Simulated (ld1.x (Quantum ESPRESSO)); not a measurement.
# platinum (Pt): one change to a TM potential, before and after

platinum (Pt), norm-conserving Troullier–Martins (Kleinman–Bylander form), made with ld1.x (Quantum ESPRESSO) 7.5 (LDA (PZ), fully relativistic). Core [Xe] 4f14, reference 5d9.5 6s0.5 6p0. Waves: 6p (bound, empty): rc 2.45 bohr; 5d (bound): rc 1.65 bohr; 5f channel at 0.05 Ry: rc 2.55 bohr; 6s (bound): rc 2.10 bohr. Local part: the s channel. Core correction: Bessel-smoothed model core inside 1.45 bohr.

Open shells are filled in proportion to 2j + 1 (rel_dist='average').

Change: core correction none.

Cutoffs: the cutoffs (Ry, on a coarse ladder) from which the occupation-weighted sum of valence levels, in a spherical-Bessel basis at the reference potential, stays within 10 and 1 mRy of its value at 400 Ry; they do not see the model core or the augmentation charge, which bear on the density cutoff. Errors are all-electron minus pseudo energies relative to the spin-unpolarised reference configuration.

How do hardness, ghosts and transferability respond?

The potential gets neither clearly harder nor softer (40 Ry and 60 Ry → 40 Ry and 60 Ry); of the 7 tests that both files solve, the error grows in 0 and shrinks in 7 by more than 15 % and 0.3 meV (median size 110.3 → 75.1 meV); neither file shows a bound ghost.

```tsv
quantity	base	changed
cutoff, loose	40 Ry	40 Ry
cutoff, tight	60 Ry	60 Ry
bound ghosts	none	none
error for 5d9 6s1 6p0, meV [ΔE 0.10 eV]	-13	-11
error for 5d9 6s0 6p0, meV [ΔE 9.66 eV]	-9.2	-2.4
error for 5d8 6s0 6p0, meV [ΔE 29.93 eV]	-124	-75
error for 5d8 6s1 6p0, meV [ΔE 11.54 eV]	-110	-85
error for 5d10 6s0 6p0, meV [ΔE 0.13 eV]	-12	-9.4
error for 5d8 6s1 6p1, meV [ΔE 6.65 eV]	-136	-107
error for 5d6 6s0 6p0, meV [ΔE 108.37 eV]	-1208	-732
s: phases at 2.75 bohr within 0.05 rad from the reference energy up to (Ry; the scan ends near 5)	2.6	2.6
p1/2: phases at 2.75 bohr within 0.05 rad from the reference energy up to (Ry; the scan ends near 5)	3.6	3.6
p3/2: phases at 2.75 bohr within 0.05 rad from the reference energy up to (Ry; the scan ends near 5)	2.2	2.2
d3/2: phases at 2.75 bohr within 0.05 rad from the reference energy up to (Ry; the scan ends near 5)	1.2	1.2
d5/2: phases at 2.75 bohr within 0.05 rad from the reference energy up to (Ry; the scan ends near 5)	1.4	1.4
f5/2: phases at 2.75 bohr within 0.05 rad from the reference energy up to (Ry; the scan ends near 5)	4.4	4.4
f7/2: phases at 2.75 bohr within 0.05 rad from the reference energy up to (Ry; the scan ends near 5)	4.5	4.5
```
